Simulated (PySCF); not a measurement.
A geometry optimisation on `FC(F)(F)[SiH3]`.

Computed with PBE0-D3(BJ)/def2-SVP geometry optimisation, gas phase (PySCF 2.14.0). Start geometry: GFN2-xTB. A driver script takes a list of jobs; this job's settings line and coordinates (Å) are shown.

Command:
```bash
OMP_NUM_THREADS=1 python probes_run.py task.json out
```

Input:
```
{"job": {"xc": "PBE0", "basis": "def2-SVP", "d3": "d3bj", "grid": 1, "shake": 0.01, "kind": "geom"}, "charge": 0, "multiplicity": 1}
F      1.551530    -0.235520    -1.105440
C      0.905510    -0.052670     0.074820
F      1.426490     1.056620     0.621660
F      1.341700    -1.077780     0.845550
Si    -1.029340     0.051310    -0.105340
H     -1.260300     1.219950    -0.954120
H     -1.396550    -1.215740    -0.698160
H     -1.483900     0.234700     1.268550
```

Output:
```
step   0  E = -628.11888323  max force = 0.026296
step   1  E = -628.12141099  max force = 0.014705
step   2  E = -628.12225665  max force = 0.004761
step   3  E = -628.12266416  max force = 0.003762
step   4  E = -628.12279837  max force = 0.001929
step   5  E = -628.12280954  max force = 0.000689
step   6  E = -628.12281604  max force = 0.000549
step   7  E = -628.12282156  max force = 0.001105
step   8  E = -628.12283162  max force = 0.001907
step   9  E = -628.12284083  max force = 0.001727
step  10  E = -628.12284997  max force = 0.000665
step  11  E = -628.12285480  max force = 0.000253
optimisation converged
```

Energies in Eh; «max force» is the largest Cartesian gradient component in Eh/bohr.

Q: How much energy does the optimisation release, in eV?

A: E(step 0) − E(last step) = 0.003972 Eh, which is 0.108 eV.

Q: Give the first gradient maximum in eV/Å.

A: With 1 Eh/bohr = 51.422 eV/Å, 1.352 eV/Å.

In short: final energy -628.12285 Eh after 11 steps; dipole 1.94 D.

Q: Where do the atoms end?

A: 0.040 Å rms from the input after alignment:
```
atom  x, y, z in Å
F1     1.4157   -0.2354   -1.2719
C2     0.9481   -0.1261   -0.0194
F3     1.5865    0.9039    0.5541
F4     1.3111   -1.2364    0.6400
Si5   -0.9676    0.1241    0.0061
H6    -1.2675    1.3776   -0.7374
H7    -1.5870   -1.0559   -0.6555
H8    -1.3898    0.2269    1.4293
```

Q: Estimate the wall time. Hardware: one thread of an AMD EPYC 9R45, shared host. And the peak memory of the process?

A: About 16 s, with 0.38 GiB resident at the peak, the Python interpreter and its libraries included.
Labels such as C1 count atoms from 1, the log's own numbers from 0.
